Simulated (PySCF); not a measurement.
C4F4N2O.
Atom-mapped SMILES: `[N:1]#[C:2][C:3]([F:4])([C:5]#[N:6])[O:7][C:8]([F:9])([F:10])[F:11]`

Geometry (GFN2-xTB, Å), atoms numbered from 1 in this order:
```xyz
11
C4F4N2O angstrom
N      3.2181    0.0364   -0.2468
C      2.1015    0.1459   -0.0565
C      0.6607    0.3315    0.1975
F      0.4499    0.5307    1.5323
C      0.2363    1.5287   -0.5527
N     -0.0642    2.4541   -1.1444
O      0.0095   -0.8439   -0.2259
C     -1.2973   -0.9928    0.0523
F     -2.0188    0.1021   -0.1973
F     -1.5257   -1.3204    1.3207
F     -1.7644   -1.9696   -0.7052
```

Method: PySCF 2.14.0, density-fitted response routines, TDDFT PBE0/def2-SVPD, vertical, gas phase, core orbitals frozen in the response.

Kohn–Sham orbitals with the atoms that hold most of them (Löwdin shares over 4%, at most four atoms; ? is withheld):

| orbital | ε (eV) | atoms |
| --- | --- | --- |
| HOMO-3 | -11.81 | N6 46%, C5 17%, N1 15%, C2 11% |
| HOMO-2 | -11.66 | N1 31%, C2 24%, N6 16%, O7 12% |
| HOMO-1 | -11.45 | ? |
| HOMO | -11.22 | ? |
| LUMO | ? | N1 18%, N6 17%, C2 15%, C3 15% |
| LUMO+1 | -1.96 | N1 20%, N6 20%, C2 17%, C5 17% |
| LUMO+2 | 0.03 | N1 22%, C2 22%, C5 21%, N6 21% |

(1) Give the leading atoms of the HOMO-1.

(2) Give the leading atoms of the HOMO.

(3) What is the LUMO energy, and the HOMO–LUMO gap?

Answers

(1) N6 (bonded to C) 38%; C5 (bonded to C and N) 30%; O7 (bonded to 2 C) 11%; N1 (bonded to C) 9%. By element: nitrogen 46%, carbon 30% or more, oxygen 11%.

(2) N6 (bonded to C) 31%; N1 (bonded to C) 24%; C5 (bonded to C and N) 24%; C2 (bonded to C and N) 18%. By element: nitrogen 55%, carbon 42% or more.

(3) ε(LUMO) = -2.29 eV; the gap is 8.94 eV (0.3284 hartree).

Q: The HOMO–LUMO gap is 8.94 eV. Where does the response calculation put the lowest singlet, and from which orbitals?

A: S1 is at 6.98 eV (f = 0.0003), 1.96 eV below the gap, made of HOMO→LUMO (84%). 

Next come S2 at 7.38 eV (f 0.0004), HOMO-1→LUMO (49%), HOMO→LUMO+1 (43%); S3 at 7.50 eV (f 0.0005), HOMO-1→LUMO+1 (33%), HOMO-4→LUMO (23%), HOMO-2→LUMO (10%); S4 at 7.54 eV (f 0.0012), HOMO-1→LUMO+1 (45%), HOMO-2→LUMO+1 (16%), HOMO-4→LUMO (13%); S5 at 7.81 eV (f 0.0080), HOMO-2→LUMO (42%), HOMO-4→LUMO+1 (16%), HOMO-4→LUMO (12%).

The run took 47 s wall on Intel Xeon Platinum 8488C, one thread, shared host with 192 logical CPUs at a one-minute load of 56, and the process peaked at 0.94 GiB of memory.

One conformer stands for the species.
